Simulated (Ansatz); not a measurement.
B2Cl4, charge +1, doublet, geometry from GFN2-xTB (a state made from the parent by changing its charge; the spin is typed, not shown lowest); CCSD(T)/STO-3G (Ansatz, an electronic-structure program).

The Ansatz input:
Ansatz 0.2 input:
```yaml
crystal:
  periodic: [false, false, false]
  atoms:
    - {symbol: Cl, position_ang: [-1.61661384, -1.23096321, 0.93274935]}
    - {symbol: B, position_ang: [-0.92672809, -0.08648054, -0.07001120]}
    - {symbol: Cl, position_ang: [-1.65821554, 0.92536222, -1.18015171]}
    - {symbol: B, position_ang: [0.92672809, 0.08648054, 0.07001120]}
    - {symbol: Cl, position_ang: [1.81616846, -0.89455649, -0.94870065]}
    - {symbol: Cl, position_ang: [1.45866093, 1.20015748, 1.19610301]}
basis:
  gaussian:
    orbitals: STO-3G
total_charge: 1
magnetization: {spin_polarized: true, initial_magnetization: 1}
correlation: {method: ccsd_t}
```

What does Ansatz print? Leave out banner, timings and long lists.


```
Functional definition: HF
521 factors; integrals over basis functions are off by at most 2.3e-4 eV
mean field evaluation 1: about -50793.3081 eV, gradient 2.8e1 eV
mean field evaluation 2: about -50793.3815 eV, gradient 2.8e1 eV
mean field evaluation 4: about -50799.7899 eV, gradient 1.5e0 eV
mean field evaluation 8: about -50799.8191 eV, gradient 1.9e-2 eV
mean field evaluation 16: about -50799.7273 eV, gradient 1.9e-1 eV
mean field evaluation 32: about -50797.0822 eV, gradient 4.1e-4 eV
mean field evaluation 64: about -50796.6355 eV, gradient 7.4e0 eV
mean field -50799.81907090 eV, -1866.8589175016 hartree, gradient 1.4e-6 eV, S^2 0.755315; 3 other end points of the search recorded, 0 dependent functions left out
determinant -50799.81907090 eV, -1866.8589175016 hartree, with singles and doubles -50803.94874639 eV, -1867.0106802766 hartree
determinant -50797.08216150 eV, -1866.7583379360 hartree, with singles and doubles -50801.13228257 eV, -1866.9071771402 hartree
determinant -50796.78365173 eV, -1866.7473679044 hartree, with singles and doubles -50801.06706649 eV, -1866.9047804933 hartree
determinant -50796.68973076 eV, -1866.7439163725 hartree, with singles and doubles -50800.97741911 eV, -1866.9014860131 hartree
22 core orbitals not correlated
reference -50799.81907090 eV, -1866.8589175016 hartree; 17, 16 occupied and 7, 8 virtual orbitals, 521 factors
second order -3.64804075 eV of doubles, -0.00000000 eV of singles
cycle   1  -4.12939603 eV  change    2.8e-4 eV  update   4.1e-4
cycle   2  -4.12941531 eV  change   -1.9e-5 eV  update   2.2e-4
cycle   3  -4.12933193 eV  change    8.3e-5 eV  update   1.1e-4
cycle   4  -4.12934262 eV  change   -1.1e-5 eV  update   2.5e-5
cycle   5  -4.12937720 eV  change   -3.5e-5 eV  update   7.0e-6
perturbative correction -0.25768418 eV, -0.0094697190 hartree
Total energy: -50804.20613228 eV, -1867.0201390336 hartree
```
